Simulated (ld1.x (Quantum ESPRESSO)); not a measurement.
## What one change does to a pseudopotential (Er (Z = 68), TM)

```
Element                 : erbium
Generator               : ld1.x (Quantum ESPRESSO) 7.5
Type                    : norm-conserving Troullier–Martins (Kleinman–Bylander form)
Functional              : PBE
Relativity              : fully relativistic
Frozen core             : [Kr] 4d10 4f11
Valence charge          : 11
Reference configuration : 5s2 5p6 5d1 6s0 6p0 (charge +2)
Partial waves           : 5p (bound): rc 1.45 bohr; 5d (bound): rc 2.70 bohr; 5s (bound): rc 2.05 bohr
Local potential         : the s channel
Core correction         : a·sin(br)/r model core inside 1.20 bohr
```

Open shells are filled in proportion to 2j + 1 (rel_dist='average').

All-electron outer shells of the reference configuration (PBE, scalar-relativistic, ld1.x):

```csv
shell,level (eV),outermost node (bohr),outermost maximum (bohr)
5s,-70.36,0.60,1.10
5p,-44.05,0.65,1.26
4f,-23.80,–,0.51
6s,-15.85,1.47,2.91
5d,-15.15,0.72,1.79
6p,-11.12,1.76,3.60
```

Change: all radii but the core radius scaled by about 1.39 (s 2.84, p 2.02, d 3.74 bohr).

Cutoffs: the cutoffs (Ry, on a coarse ladder) from which the occupation-weighted sum of valence levels, in a spherical-Bessel basis at the reference potential, stays within 10 and 1 mRy of its value at 400 Ry; they do not see the model core or the augmentation charge, which bear on the density cutoff. Errors are all-electron minus pseudo energies relative to the spin-unpolarised reference configuration.

Task: How do hardness, ghosts and transferability respond?

Result: The potential gets softer (70 Ry and 100 Ry → 30 Ry and 40 Ry); a bound ghost appears in s, which as a rule spoils a file; the number of tests that count goes from 7 to 6; of the 6 tests that both files solve, the error grows in 5 and shrinks in 1 by more than 15 % and 0.3 meV (median size 1230.1 → 3804.1 meV). A larger radius leaves more room for a smooth pseudo-wave, so fewer plane waves are needed.

| quantity | base | changed |
| --- | --- | --- |
| cutoff, loose | 70 Ry | 30 Ry |
| cutoff, tight | 100 Ry | 40 Ry |
| loose cutoff by channel (10 mRy a level) | p 40 Ry, d 18 Ry, s 21 Ry | p 15 Ry, d 12 Ry, s 8 Ry |
| bound ghosts | none | s (extra level of the local part) |
| tests counted (converged, no solver errors) | 7 of 7 | 6 of 7 |
| error for 5s2 5p6 5d1 6s1 6p0, meV [ΔE -12.76 eV] | +1524 | +4402 |
| error for 5s2 5p6 5d0 6s0 6p0, meV [ΔE 19.94 eV] | -56 | +34 |
| error for 5s2 5p6 5d1 6s0 6p2, meV [ΔE -13.34 eV] | +219 | +382 |
| error for 5s2 5p6 5d1 6s1 6p1, meV [ΔE -16.66 eV] | +1392 | +4113 |
| error for 5s2 5p6 5d1.5 6s1.5 6p0, meV [ΔE -18.61 eV] | +1666 | +5246 |
| error for 5s2 5p6 5d2 6s1 6p0, meV [ΔE -17.35 eV] | +1068 | +3495 |

Base: These tests converged, but a pseudo level misses the all-electron one widely, so the file describes the atom poorly there or has found another state: 5s2 5p6 5d0 6s0 6p0: empty 6s by 3.0 eV. Changed file: Tests not counted: 5s2 5p6 5d1 6s2 6p0 (pseudo-atom not self-consistent, printed error -1039 eV). These tests converged, but a pseudo level misses the all-electron one widely, so the file describes the atom poorly there or has found another state: 5s2 5p6 5d1 6s1 6p0: 6s by 3.4 eV; 5s2 5p6 5d0 6s0 6p0: empty 6s by 7.1 eV; 5s2 5p6 5d1 6s1 6p1: 6s by 3.1 eV; 5s2 5p6 5d1.5 6s1.5 6p0: 6s by 2.6 eV; 5s2 5p6 5d2 6s1 6p0: 6s by 3.0 eV. A true bound ghost makes a file unfit for plane-wave use even where its test errors are small: the radial tests pick states by their node count and pass the ghost by. Where a test does run into it, the solver fails or the error is huge.
